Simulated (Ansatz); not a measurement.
`C[Si](F)(F)N=C=O` and `C[Si](F)(F)[O][AlH2]` differ in one atom or group.

Ansatz, PBE0-D4/def2-TZVP geometries, multiplicity 1. Each molecule was computed in one conformer, which needn't be the lowest.

```tsv
property	`C[Si](F)(F)N=C=O`
size of the dipole moment (B3LYP/def2-TZVPP) / D	2.52
HOMO energy (B3LYP/def2-TZVPP) / eV	-9.09
HOMO–LUMO gap (ωB97M-V/def2-TZVPP) / eV	13.81
HOMO–LUMO gap (PBE/def2-TZVPP) / eV	7.21
size of the dipole moment (ωB97M-V/def2-TZVPP) / D	2.48
LUMO energy (ωB97M-V/def2-TZVPP) / eV	2.20
```

(1) What does the change do to each property? (An estimate is asked.)

## Answers

(1) Computed: 
| property | `C[Si](F)(F)[O][AlH2]` | shift |
| --- | --- | --- |
| size of the dipole moment (B3LYP/def2-TZVPP) / D | 2.16 | -0.36 |
| HOMO energy (B3LYP/def2-TZVPP) / eV | -8.41 | 0.68 |
| HOMO–LUMO gap (ωB97M-V/def2-TZVPP) / eV | 11.07 | -2.74 |
| HOMO–LUMO gap (PBE/def2-TZVPP) / eV | 5.14 | -2.07 |
| size of the dipole moment (ωB97M-V/def2-TZVPP) / D | 2.14 | -0.34 |
| LUMO energy (ωB97M-V/def2-TZVPP) / eV | 0.25 | -1.95 |

With PBE0 the HOMO rises by 0.76 eV and the LUMO falls by 1.71 eV, so the gap narrows by about 2.47 eV. PBE moves the HOMO by 0.61 eV and ωB97M-V by 0.80 eV. Dipoles are sizes alone; their direction can turn.

B3LYP here is the variant with VWN-RPA as its local correlation; programs differ in this.
